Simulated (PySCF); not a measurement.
BF3.

```xyz
4

F      1.3156     0.0000     0.0000
B      0.0000     0.0000     0.0000
F     -0.6578    -1.1394     0.0000
F     -0.6578     1.1394     0.0000
```
Charge 0, spin multiplicity 1.

Geometry optimised at B3LYP-D3(BJ)/def2-TZVP.

All values below come from PBE0/pcSseg-2 (PySCF). Non-relativistic, no solvent.

Computed absolute GIAO shielding of each atom: isotropic value and principal components (ppm):
```json
[
 {"atom": "F1", "σ(iso)": "305.1", "σ11": "182.7", "σ22": "360.4", "σ33": "372.2", "span": "189.6"},
 {"atom": "B2", "σ(iso)": "88.8", "σ11": "77.1", "σ22": "94.7", "σ33": "94.7", "span": "17.6"},
 {"atom": "F3", "σ(iso)": "305.1", "σ11": "182.7", "σ22": "360.4", "σ33": "372.2", "span": "189.6"},
 {"atom": "F4", "σ(iso)": "305.1", "σ11": "182.7", "σ22": "360.4", "σ33": "372.2", "span": "189.6"}
]
```
